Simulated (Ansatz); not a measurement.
Two members of one family (Same ligands, another metal), computed with Ansatz in the gas phase. The two geometries come from different levels. HOMO and LUMO are taken over both spins. Binding counts from free atoms in the multiplicity of their measured ground term, without zero-point energy. A dash marks a value that wasn't run or was left out as unsound. The structures are stationary points that may keep the symmetry of their start. Remarks come from the PBE and PBE0 runs and from stability tests at other levels; not every state was tested.

First: TiF3 (doublet, charge 0, PBE-D4/def2-TZVP geometry).

```tsv
atom	x (Å)	y (Å)	z (Å)
Ti1	0.000	0.000	-0.001
F2	-0.806	0.909	1.299
F3	1.191	0.808	-1.044
F4	-0.385	-1.717	-0.254
```

```json
{"level": "PBE-D4/def2-SVP", "HOMO (eV)": "-4.98", "LUMO (eV)": "-3.67", "gap (eV)": "1.31", "binding per atom (eV)": "5.10"}
{"level": "PBE-D4/def2-TZVP", "HOMO (eV)": "-5.35", "LUMO (eV)": "-4.02", "gap (eV)": "1.33", "binding per atom (eV)": "–"}
{"level": "r2SCAN-D4/def2-TZVPD", "HOMO (eV)": "-5.86", "LUMO (eV)": "-3.80", "gap (eV)": "2.06", "binding per atom (eV)": "–"}
{"level": "B3LYP-D4/def2-TZVP", "HOMO (eV)": "-7.06", "LUMO (eV)": "-3.07", "gap (eV)": "3.99", "binding per atom (eV)": "4.68"}
{"level": "PBE0-D4/def2-TZVPD", "HOMO (eV)": "-7.34", "LUMO (eV)": "-2.63", "gap (eV)": "4.71", "binding per atom (eV)": "4.66"}
```

Metal–donor distances: 3 × F 1.78 Å.

Second: CrF3 (quartet, charge 0, r2SCAN-D4/def2-TZVP geometry).

Cartesian coordinates in Å:
```
Cr 0.002 0.009 -0.003
F -1.565 0.139 -0.712
F 0.246 0.472 1.641
F 1.317 -0.620 -0.926
```

Q: Estimate the same table for the second.

A: 
```tsv
level	HOMO (eV)	LUMO (eV)	gap (eV)	binding per atom (eV)
PBE-D4/def2-SVP	-6.25	-4.61	1.63	3.98
PBE-D4/def2-TZVP	-6.48	-4.87	1.61	3.92
r2SCAN-D4/def2-TZVPD	-7.13	-5.05	2.09	3.70
B3LYP-D4/def2-TZVP	-8.78	-4.16	4.62	3.66
PBE0-D4/def2-TZVPD	-9.23	-3.82	5.42	3.53
```

Metal–donor distances: 3 × F 1.73 Å. Remarks: spin-contaminated (⟨S²⟩ up to 1.75) (doublet).
